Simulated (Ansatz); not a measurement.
Reaction (isomerisation): `O[Si]([SiH3])(Cl)Cl` → `[SiH3]O[SiH](Cl)Cl`

Calculated with Ansatz (gas phase, PBE0-D4/def2-TZVP geometries, no zero-point term in ΔE). CCSD(T)/CBS adds triple-zeta CCSD(T) − MP2 to the extrapolated MP2 energy (def2 sets, frozen cores). One conformer a species, not always the lowest.

```csv
species,CCSD(T)/CBS(def2) energy (Eh)
`O[Si]([SiH3])(Cl)Cl`,-1575.44956
`[SiH3]O[SiH](Cl)Cl`,-1575.48976
```

Problem. Work out ΔE.

Solution. ΔE = (-1575.48976) − (-1575.44956) = -0.04020 Eh = -105.5 kJ/mol.

Largest T1 diagnostic among the species: 0.011.

From BLYP to BHLYP (50 % exact exchange), in def2-TZVPP and without D4, ΔE moves by −20.1 kJ/mol. At CCSD(T), def2-SVP lies +3.3 kJ/mol from the extrapolated value and def2-TZVPP −1.0 kJ/mol. In def2-TZVPP, CCSD(T) changes the Hartree–Fock value by +27.1 kJ/mol (the triples alone add +4.2 kJ/mol) and MP2 by +21.0 kJ/mol.
